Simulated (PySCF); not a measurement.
[(Cl)3Sn]2NH.
Bonds: Sn1–Cl2, Sn1–Cl3, Sn1–Cl4, Sn1–N5, N5–Sn6, Sn6–Cl7, Sn6–Cl8, Sn6–Cl9. Hydrogens: H10 on N5.

The calculation used TDDFT CAM-B3LYP/def2-SVPD, vertical, gas phase, core orbitals frozen in the response, def2 core potentials past Kr in PySCF 2.14.0, density-fitted response routines. Geometry: PBE0-D3(BJ)/def2-SVP; no solvent, vibrations or thermal averaging. Spin–orbit coupling is left out.

**Question.** List the vertical singlet excitations with oscillator strengths and describe the spectrum.

**Answer.** 

```csv
state,E (eV),E (hartree),f,"main configurations (H = HOMO, L = LUMO)"
S1,4.63,0.1703,0.021,H→L (94%)
S2,5.26,0.1932,0.0072,H→L+1 (72%)
S3,5.32,0.1954,0.0004,"H-1→L (57%), H-3→L+1 (14%), H-2→L (9%)"
S4,5.38,0.1976,0.0024,"H-3→L (41%), H-1→L+1 (20%), H-5→L (17%)"
S5,5.49,0.2019,0.012,"H-2→L (45%), H-5→L (13%), H-7→L+1 (11%)"
S6,5.57,0.2048,0.152,"H-4→L (40%), H-2→L (15%)"
S7,5.62,0.2066,0.0035,"H-5→L (21%), H-3→L (19%), H→L+1 (17%)"
S8,5.64,0.2072,0.051,"H-6→L (18%), H-8→L (16%), H-7→L (15%)"
S9,5.66,0.2078,0.054,"H-7→L (37%), H-6→L (12%), H-4→L+1 (8%)"
S10,5.80,0.2130,0.068,"H-9→L (42%), H-10→L+1 (12%), H-8→L (11%)"
```

Triplets (Tamm–Dancoff): T1 4.13 eV, H→L (92%); T2 4.93 eV, H→L+1 (56%), H-1→L (13%); T3 4.94 eV, H-1→L (46%), H-3→L+1 (17%); T4 4.98 eV, H-3→L (33%), H-5→L (19%), H-1→L+1 (18%).

The lowest singlet lies at 4.63 eV (268 nm, ultraviolet) and is weak; its leading configuration is HOMO→LUMO (94%). The strongest level in the table is S6 at 5.57 eV (222 nm, f = 0.152). Löwdin shares by element: HOMO nitrogen 64%, chlorine 12% or more, hydrogen 6% (atoms not listed hold the other 18%); LUMO tin 28%, chlorine 24% or more (atoms not listed hold the other 48%). Orbital energies (eV): HOMO-3 -11.13, HOMO-2 -11.01, HOMO-1 -10.97, HOMO -10.39, LUMO -2.56, LUMO+1 -1.81, LUMO+2 0.26. The listed states span 1.16 eV, and the widest gap between neighbours is 0.62 eV (S1 to S2). Of the 10 states listed, 6 reach f = 0.01 and 1 stays under 0.0005. The vertical ionisation energy (ΔSCF) is 10.66 eV, 4.86 eV above S10. The window holds the lowest 10 singlets.
